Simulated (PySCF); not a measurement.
N-methylbut-3-yn-1-amine (C5H9N), SMILES C#CCCNC.

Geometry: B3LYP-D3(BJ)/def2-SVP. Other conformers were not sampled.

Calculation: B3LYP-D3(BJ)/def2-SVP run with PySCF.

No scaling factor is applied to the harmonic values.

Problem. Estimate the vibrational spectrum. (Estimate from the structure and the level; the computed values follow.)

Solution. 
```csv
mode,ν (cm⁻¹),IR (km/mol),moving atoms (share of kinetic energy)
1,95,0.9,"C 59 %, H 39 %"
2,118,1.7,"H 41 %, C 34 %, N 25 %"
3,125,0.5,"C 75 %, H 25 %"
4,249,1.1,"H 79 %, N 11 %, C 10 %"
5,290,1.1,"C 49 %, H 30 %, N 21 %"
6,365,8.0,"C 69 %, H 31 %"
7,410,0.2,"C 64 %, H 19 %, N 17 %"
8,520,18.2,"C 72 %, H 18 %, N 10 %"
9,689,38.9,"H 78 %, C 22 %"
10,701,32.9,"H 76 %, C 24 %"
11,772,94.8,"H 83 %, N 12 %"
12,795,0.5,"H 83 %, C 16 %"
13,965,2.4,"C 75 %, H 20 %"
14,1002,4.5,"H 47 %, C 45 %, N 8 %"
15,1040,9.1,"C 49 %, H 47 %"
16,1059,4.4,"C 54 %, H 46 %"
17,1136,2.3,"H 77 %, C 19 %"
18,1162,17.8,"H 52 %, C 27 %, N 21 %"
19,1200,43.6,"N 36 %, C 32 %, H 31 %"
20,1242,3.4,"H 67 %, C 23 %, N 9 %"
21,1299,1.2,"H 69 %, C 23 %"
22,1303,8.7,"H 87 %, C 12 %"
23,1397,15.0,"H 66 %, C 33 %"
24,1443,1.2,"H 87 %, C 13 %"
25,1449,1.8,"H 91 %, C 8 %"
26,1464,16.1,H 91 %
27,1477,0.5,"H 87 %, C 9 %"
28,1502,0.8,H 92 %
29,1505,30.1,"H 86 %, N 10 %"
30,2231,6.1,"C 91 %, H 9 %"
31,2922,34.4,H 94 %
32,2928,148.5,H 94 %
33,3017,15.8,H 94 %
34,3053,34.4,H 93 %
35,3053,22.1,H 92 %
36,3074,18.1,"H 91 %, C 9 %"
37,3108,26.9,"H 91 %, C 9 %"
38,3472,71.3,"H 86 %, C 14 %"
39,3511,0.2,H 93 %
```
